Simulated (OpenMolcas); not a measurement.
## Ni3+: moving the ligands

Ni3+ with 6 ligands (chloride) in octahedral coordination (Oh) at 2.36 Å. A charge of +0.5 e stands 3.2 Å behind each ligand. Ligand basis ANO-RCC-VDZP.
```
Ni    0.0000    0.0000    0.0000
Cl    2.3600    0.0000    0.0000
Cl    0.0000    2.3600    0.0000
Cl   -2.3600    0.0000    0.0000
Cl    0.0000   -2.3600    0.0000
Cl    0.0000    0.0000    2.3600
Cl    0.0000    0.0000   -2.3600
```

```yaml
Program: OpenMolcas 26.06
Method: CASSCF
Basis: ANO-RCC-VTZP [6s5p3d2f1g]
Scalar_Hamiltonian: DKH2, point nucleus
Active_space: 7 electrons in 5 orbitals (3d)
State_averaging: 2S+1 = 4 even, 10 roots; 2S+1 = 2 even, 40 roots
Spin-orbit_coupling: RASSI with atomic mean-field integrals over the reference wave functions
```

Runs around this geometry, states (labels of O, the rotations of Oh). Energies in cm-1 above the lowest state or level, χT in cm3 K/mol; under a threefold ground state the first gap can be a small split of the lowest multiplet, not the spin-orbit step.

| R (Å) | Ground state | First state of that spin | First gap with spin-orbit (degeneracies) | χT at 300 K | First state of another spin |
| --- | --- | --- | --- | --- | --- |
| 2.3 | 4T1 | 4T2 7508 | 459.7 (2, 4) | 3.399 | 2E 13980 |
| 2.36 | 4T1 | 4T2 6467 | 458.8 (2, 4) | 3.465 | 2E 15446 |
| 2.45 | 4T1 | 4T2 5228 | 453.4 (2, 4) | 3.566 | 2E 17254 |

Taking the first state of the same spin as R^-n, n = -ln(5228 / 7508) / ln(2.45 / 2.3) = 5.7 between the shortest and longest distance.

An orbital triplet at a regular site is open to Jahn-Teller coupling, which can distort the site and quench the lowest spin-orbit gaps and is left out. Without dynamic correlation the repulsion within the d shell is too large (B by tens of per cent), so at a given field states of lower spin stand too high. Ligand-to-metal charge-transfer states are missing. With no ligand orbital active B as a rule stays too high, so bands that hang on it stand too high and its fall with covalency is understated. With metal d orbitals alone and no dynamic correlation the field as a rule comes out too small, by tens of per cent, by up to half for chloride and softer ligands, and with too little covalency χT stands high. This shell can be high or low spin here, a state of another spin lies low, and with metal d orbitals alone active their balance is uncertain, so the ground spin may be wrong (holds for R = 2.3). CASSCF with metal d orbitals alone favours high spin, so a ground state of lower spin is not ruled out (holds for R = 2.36; R = 2.45). No measured value stands beside these numbers; the geometry is a model, was not optimised and need not be the one that this ion takes.
